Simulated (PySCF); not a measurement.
Species: NbS(OSiH3)3 (singlet state).
Geometry (PBE0-D3(BJ)/def2-SVP, Å), atoms numbered from 1 in this order:
```xyz
17
H9NbO3SSi3 angstrom
Nb    -0.0253   -0.0179    0.2658
S     -0.1024   -0.0796    2.4183
O      1.6056   -0.7637   -0.2890
Si     3.1178   -1.4518   -0.0668
H      3.4282   -1.5029    1.3904
H      4.1269   -0.6182   -0.7811
H      3.1051   -2.8275   -0.6409
O     -0.1452    1.7740   -0.2821
Si    -0.2541    3.4354   -0.0904
H     -0.4464    3.7539    1.3531
H     -1.4126    3.9299   -0.8877
H      1.0052    4.0555   -0.5931
O     -1.4623   -1.0191   -0.4093
Si    -2.8447   -1.9638   -0.3409
H     -3.1828   -2.2411    1.0841
H     -2.5833   -3.2385   -1.0683
H     -3.9582   -1.2252   -1.0020
```

Level of theory: PBE0-D3(BJ)/def2-SVP geometry optimisation, gas phase, def2 core potentials past Kr in PySCF 2.14.0.

Which atoms are bound to Nb1, and at what distances?

4 atoms: O13 1.877 Å, O3 1.877 Å, O8 1.878 Å, S2 2.155 Å. The nearest atom not counted as bound is Si4, at 3.47 Å (others tie with it).

List the angles at Nb1.

```csv
angle,degrees,distance of the outer atoms (Å)
O8–Nb1–O13,110.8,3.09
O3–Nb1–O8,110.4,3.08
O3–Nb1–O13,110.3,3.08
S2–Nb1–O13,108.5,3.28
S2–Nb1–O8,108.5,3.28
S2–Nb1–O3,108.4,3.27
```

What is the shape at Nb1?

Tetrahedral: angles from 108.4° to 110.8°; τ4 = (360° − α − β)/141° = 0.98 with α and β the two widest (0 for a square, 1 for a tetrahedron).

What are the other bond lengths?

O3–Si4, O8–Si9, O13–Si14 1.676 Å; Si4–H5 and 8 like bonds 1.491 Å.

Give some angles away from the centre.

Nb1–O3–Si4 155.2°, Nb1–O13–Si14 156.6°.

Point group: near C3, missed by 0.14 Å at most; the miss may be what the optimiser left on a soft mode. Charge 0, singlet. No PBE0-D3(BJ)/def2-SVP frequencies stand behind this structure, so it isn't proved a minimum.
